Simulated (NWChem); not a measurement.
The numbers come from NWChem runs, not from measurements. System: FOS, charge 0, spin multiplicity 2, at a geometry optimised with UPBE0/def2-SVP. The structure started from a generated list of species. Its SCF solution wasn't tested for a lower state. Level: UPBE/cc-pVTZ.

The NWChem input:

```
start mol
memory heap 200 mb stack 900 mb global 1100 mb
geometry units angstroms nocenter noautoz
  O      0.485613    -1.233872     0.000000
  S     -0.460985    -0.106410     0.000000
  F      0.387872     1.285949     0.000000
  symmetry group Cs
end
basis spherical
  * library cc-pvtz
end
dft
  xc xpbe96 cpbe96
  odft
  mult 2
  semidirect memsize 60000000 filesize 0
  iterations 100
end
task dft energy
```

Output (cleaned and shortened):

```
             Northwest Computational Chemistry Package (NWChem) 7.3.0
             --------------------------------------------------------

                                NWChem Input Module
                                -------------------

 Scaling coordinates for geometry "geometry" by  1.889725989
 (inverse scale =  0.529177249)

 Turning off AUTOSYM since
 SYMMETRY directive was detected!

                             Geometry "geometry" -> ""
                             -------------------------

 Output coordinates in angstroms (scale by  1.889725989 to convert to a.u.)

  No.       Tag          Charge          X              Y              Z
 ---- ---------------- ---------- -------------- -------------- --------------
    1 O                    8.0000     0.48561300    -1.23387200     0.00000000
    2 S                   16.0000    -0.46098500    -0.10641000     0.00000000
    3 F                    9.0000     0.38787200     1.28594900     0.00000000

 Effective nuclear repulsion energy (a.u.)     107.8488516406

            Nuclear Dipole moment (a.u.)
            ----------------------------
        X                 Y               Z
 ---------------- ---------------- ----------------
    -0.0000151178     0.0000094486     0.0000000000

      Symmetry information
      --------------------

 Group name             Cs
 Group number              2
 Group order               2
 No. of unique centers     3

      Symmetry unique atoms

     1    2    3


 Summary of "ao basis" -> "" (spherical)
 ------------------------------------------------------------------------------
       Tag                 Description            Shells   Functions and Types
 ---------------- ------------------------------  ------  ---------------------
 *                          cc-pvtz                   on all atoms

  pbe96 is a nonlocal functional; adding pw91lda local functional.

                                 NWChem DFT Module
                                 -----------------

 Summary of "ao basis" -> "ao basis" (spherical)
 ------------------------------------------------------------------------------
       Tag                 Description            Shells   Functions and Types
 ---------------- ------------------------------  ------  ---------------------
 O                          cc-pvtz                 10       30   4s3p2d1f
 S                          cc-pvtz                 12       34   5s4p2d1f
 F                          cc-pvtz                 10       30   4s3p2d1f

 Summary of "ao basis" -> "ao basis" (spherical)
 ------------------------------------------------------------------------------
       Tag                 Description            Shells   Functions and Types
 ---------------- ------------------------------  ------  ---------------------
 O                          cc-pvtz                 10       30   4s3p2d1f
 S                          cc-pvtz                 12       34   5s4p2d1f
 F                          cc-pvtz                 10       30   4s3p2d1f

      Symmetry analysis of basis
      --------------------------

        a'         63
        a"         31

            General Information
            -------------------
          SCF calculation type: DFT
          Wavefunction type:  spin polarized.
          No. of atoms     :     3
          No. of electrons :    33
           Alpha electrons :    17
            Beta electrons :    16
          Charge           :     0
          Spin multiplicity:     2
          Use of symmetry is: on ; symmetry adaption is: on
          Maximum number of iterations: 100
          AO basis - number of functions:    94
                     number of shells:    32
          Convergence on energy requested:  1.00D-06
          Convergence on density requested:  1.00D-05
          Convergence on gradient requested:  5.00D-04

              XC Information
              --------------
          PerdewBurkeErnzerhof Exchange Functional  1.000
            Perdew 1991 LDA Correlation Functional  1.000 local
           PerdewBurkeErnz. Correlation Functional  1.000 non-local

             Grid Information
             ----------------
          Grid used for XC integration:  medium
          Radial quadrature: Mura-Knowles
          Angular quadrature: Lebedev.
          Tag              B.-S. Rad. Rad. Pts. Rad. Cut. Ang. Pts.
          ---              ---------- --------- --------- ---------
          O                   0.60       49           7.0       434
          S                   1.00       88           6.0       590
          F                   0.50       49           7.0       434
          Grid pruning is: on
          Number of quadrature shells:   186
          Spatial weights used:  Erf1

          Convergence Information
          -----------------------
          Convergence aids based upon iterative change in
          total energy or number of iterations.
          Levelshifting, if invoked, occurs when the
          HOMO/LUMO gap drops below (HL_TOL):  1.00D-02
          DIIS, if invoked, will attempt to extrapolate
          using up to (NFOCK): 10 stored Fock matrices.

                    Damping( 0%)  Levelshifting(0.5)       DIIS
                  --------------- ------------------- ---------------
          dE  on:    start            ASAP                start
          dE off:    2 iters        100 iters           100 iters

      Screening Tolerance Information
      -------------------------------
          Density screening/tol_rho:  1.00D-10
          AO Gaussian exp screening on grid/accAOfunc:  14
[...]
    33      0.138973  2 S  s                  6      0.135938  1 O  py

 Vector   17  Occ=1.000000D+00  E=-2.076713D-01  Symmetry=a"
              MO Center= -1.8D-01, -3.1D-01,  1.4D-14, r^2= 1.9D+00
   Bfn.  Coefficient  Atom+Function         Bfn.  Coefficient  Atom+Function
  ----- ------------  ---------------      ----- ------------  ---------------
    41      0.500583  2 S  pz                47      0.326338  2 S  pz
    10     -0.288088  1 O  pz                13     -0.283395  1 O  pz
     7     -0.248118  1 O  pz                44      0.203917  2 S  pz
    74     -0.154381  3 F  pz                77     -0.153516  3 F  pz
    71     -0.137572  3 F  pz                51      0.060338  2 S  d  1

 Vector   18  Occ=0.000000D+00  E=-7.406542D-02  Symmetry=a'
              MO Center= -3.2D-01, -7.4D-02,  1.2D-15, r^2= 2.1D+00
   Bfn.  Coefficient  Atom+Function         Bfn.  Coefficient  Atom+Function
  ----- ------------  ---------------      ----- ------------  ---------------
    46      0.450787  2 S  py                40      0.405581  2 S  py
    45      0.337412  2 S  px                68     -0.319872  3 F  s
    39      0.304172  2 S  px                76      0.209362  3 F  py
    11     -0.193829  1 O  px                12     -0.187727  1 O  py
    73      0.186138  3 F  py                33      0.177478  2 S  s

 Vector   19  Occ=0.000000D+00  E=-9.915827D-03  Symmetry=a'
              MO Center= -4.0D-01, -1.5D-01,  6.6D-15, r^2= 2.4D+00
   Bfn.  Coefficient  Atom+Function         Bfn.  Coefficient  Atom+Function
  ----- ------------  ---------------      ----- ------------  ---------------
     4      0.687683  1 O  s                 35     -0.634329  2 S  s
    46      0.627902  2 S  py                45     -0.588430  2 S  px
    39     -0.312148  2 S  px                12      0.288745  1 O  py
    40      0.258268  2 S  py                11     -0.217966  1 O  px
     9      0.176230  1 O  py                33     -0.151772  2 S  s

 Vector   20  Occ=0.000000D+00  E= 2.157238D-01  Symmetry=a"
              MO Center= -6.2D-01, -1.4D-01, -1.8D-14, r^2= 3.5D+00
   Bfn.  Coefficient  Atom+Function         Bfn.  Coefficient  Atom+Function
  ----- ------------  ---------------      ----- ------------  ---------------
    47      1.302183  2 S  pz                41     -0.987671  2 S  pz
    51      0.279588  2 S  d  1              38     -0.277410  2 S  pz
    44     -0.100494  2 S  pz                56      0.094377  2 S  d  1
    49     -0.069422  2 S  d -1              13     -0.060955  1 O  pz
    77     -0.058304  3 F  pz

                     DFT Final Beta Molecular Orbital Analysis
                     -----------------------------------------

 Vector   14  Occ=1.000000D+00  E=-3.559642D-01  Symmetry=a'
              MO Center=  1.3D-01,  7.4D-02,  2.8D-14, r^2= 2.3D+00
   Bfn.  Coefficient  Atom+Function         Bfn.  Coefficient  Atom+Function
  ----- ------------  ---------------      ----- ------------  ---------------
    72      0.282060  3 F  px                35      0.264315  2 S  s
     9     -0.254407  1 O  py                69      0.245017  3 F  px
    39     -0.229445  2 S  px                75      0.229607  3 F  px
     6     -0.214104  1 O  py                12     -0.190388  1 O  py
    73     -0.150433  3 F  py                70     -0.129290  3 F  py

 Vector   15  Occ=1.000000D+00  E=-3.456027D-01  Symmetry=a"
              MO Center=  2.7D-01, -3.0D-01, -3.1D-14, r^2= 1.9D+00
   Bfn.  Coefficient  Atom+Function         Bfn.  Coefficient  Atom+Function
  ----- ------------  ---------------      ----- ------------  ---------------
    10      0.302422  1 O  pz                74     -0.258673  3 F  pz
     7      0.254079  1 O  pz                41      0.234203  2 S  pz
    13      0.227399  1 O  pz                71     -0.225603  3 F  pz
    77     -0.214563  3 F  pz                44      0.107393  2 S  pz
    47      0.104075  2 S  pz                49     -0.064825  2 S  d -1

 Vector   16  Occ=1.000000D+00  E=-3.121181D-01  Symmetry=a'
              MO Center=  2.3D-01, -5.6D-01,  4.0D-15, r^2= 1.8D+00
   Bfn.  Coefficient  Atom+Function         Bfn.  Coefficient  Atom+Function
  ----- ------------  ---------------      ----- ------------  ---------------
     8      0.332696  1 O  px                35      0.288450  2 S  s
     5      0.280311  1 O  px                11      0.269520  1 O  px
    73      0.175820  3 F  py                33      0.151858  2 S  s
    70      0.149973  3 F  py                 9      0.145801  1 O  py
    76      0.143226  3 F  py                 6      0.122632  1 O  py

 Vector   17  Occ=0.000000D+00  E=-1.588432D-01  Symmetry=a"
              MO Center= -1.8D-01, -3.5D-01,  5.8D-15, r^2= 1.9D+00
   Bfn.  Coefficient  Atom+Function         Bfn.  Coefficient  Atom+Function
  ----- ------------  ---------------      ----- ------------  ---------------
    41      0.481321  2 S  pz                47      0.364234  2 S  pz
    13     -0.313813  1 O  pz                10     -0.289265  1 O  pz
     7     -0.247929  1 O  pz                44      0.206136  2 S  pz
    77     -0.141131  3 F  pz                74     -0.137917  3 F  pz
    71     -0.122670  3 F  pz                51      0.051926  2 S  d  1

 Vector   18  Occ=0.000000D+00  E=-6.249243D-02  Symmetry=a'
              MO Center= -3.3D-01, -7.2D-02,  5.4D-16, r^2= 2.1D+00
   Bfn.  Coefficient  Atom+Function         Bfn.  Coefficient  Atom+Function
  ----- ------------  ---------------      ----- ------------  ---------------
    46      0.483424  2 S  py                40      0.414827  2 S  py
    68     -0.328864  3 F  s                 45      0.321020  2 S  px
    39      0.287963  2 S  px                76      0.207431  3 F  py
    11     -0.202795  1 O  px                12     -0.185639  1 O  py
    73      0.181317  3 F  py                33      0.177166  2 S  s

 Vector   19  Occ=0.000000D+00  E= 2.378923D-03  Symmetry=a'
              MO Center= -3.6D-01, -1.6D-01, -8.7D-15, r^2= 2.4D+00
   Bfn.  Coefficient  Atom+Function         Bfn.  Coefficient  Atom+Function
  ----- ------------  ---------------      ----- ------------  ---------------
     4      0.741073  1 O  s                 35     -0.702485  2 S  s
    45     -0.629621  2 S  px                46      0.629242  2 S  py
    39     -0.330658  2 S  px                12      0.314499  1 O  py
    40      0.238944  2 S  py                11     -0.221659  1 O  px
     9      0.187329  1 O  py                33     -0.162998  2 S  s

   alpha - beta orbital overlaps
   -----------------------------

   alpha      1      2      3      4      5      6      7      8      9     10
    beta      1      2      3      4      5      7      6      8      9     10
 overlap   1.000  1.000  1.000  1.000  1.000  1.000  1.000  1.000  1.000  0.998

   alpha     11     12     13     14     15     16     17     18     19     20
    beta     11     13     12     15     14     16     17     18     19     21
 overlap   0.999  0.986  0.998  0.986  0.996  0.998  0.999  0.999  0.998  0.999

   alpha     21     22     23     24     25     26     27     28     29     30
    beta     20     22     23     24     25     26     27     28     29     30
 overlap   0.986  0.983  0.999  0.999  0.993  1.000  0.995  1.000  1.000  0.999

   alpha     31     32     33     34     35     36     37     38     39     40
    beta     31     32     33     34     35     36     37     38     39     40
 overlap   0.999  0.998  1.000  0.998  0.999  1.000  0.998  0.999  0.986  0.983

   alpha     41     42     43     44     45     46     47     48     49     50
    beta     41     42     43     44     45     46     47     48     49     50
 overlap   0.998  0.994  0.997  0.944  0.943  0.998  0.997  0.999  0.984  0.999

   alpha     51     52     53     54     55     56     57     58     59     60
    beta     51     52     53     54     55     56     57     58     59     60
 overlap   0.985  0.999  1.000  1.000  1.000  1.000  1.000  1.000  1.000  1.000

   alpha     61     62     63     64     65     66     67     68     69     70
    beta     61     63     62     64     65     66     67     68     69     70
 overlap   1.000  1.000  1.000  1.000  1.000  1.000  1.000  0.996  1.000  1.000

   alpha     71     72     73     74     75     76     77     78     79     80
    beta     71     72     73     74     75     76     77     79     78     80
 overlap   0.991  0.993  1.000  1.000  1.000  1.000  1.000  1.000  1.000  1.000

   alpha     81     82     83     84     85     86     87     88     89     90
    beta     81     82     83     84     85     86     87     88     89     90
 overlap   0.993  0.993  0.992  0.992  1.000  1.000  0.999  1.000  1.000  1.000

   alpha     91     92     93     94
    beta     91     92     93     94
 overlap   1.000  0.999  0.999  1.000

     --------------------------
     Expectation value of S2:
     --------------------------
      <S2> =      0.7527 (Exact =     0.7500)

 center of mass
 --------------
 x =   0.01122115 y =   0.03649209 z =   0.00000000

 moments of inertia (a.u.)
 ------------------
         200.355738979527          -5.188229069160           0.000000000000
          -5.188229069160          47.931042197526           0.000000000000
           0.000000000000           0.000000000000         248.286781177053

     Multipole analysis of the density
     ---------------------------------

     L   x y z        total         alpha         beta         nuclear
     -   - - -        -----         -----         ----         -------
     0   0 0 0     -0.000000    -17.000000    -16.000000     33.000000

     1   1 0 0     -0.595501     -0.139327     -0.456159     -0.000015
     1   0 1 0      0.169532      0.425988     -0.256466      0.000009
     1   0 0 1     -0.000000      0.000000     -0.000000      0.000000

     2   2 0 0    -16.192988    -20.832496    -19.074775     23.714284
     2   1 1 0      0.522356     -0.234710     -0.958591      1.715657
     2   1 0 1      0.000000      0.000000     -0.000000      0.000000
     2   0 2 0    -18.319202    -59.271436    -56.336677     97.288911
     2   0 1 1      0.000000      0.000000     -0.000000      0.000000
     2   0 0 2    -16.239516     -9.182148     -7.057368      0.000000

 Task  times  cpu:        3.8s     wall:        3.8s

 Total times  cpu:        3.8s     wall:        3.8s
```
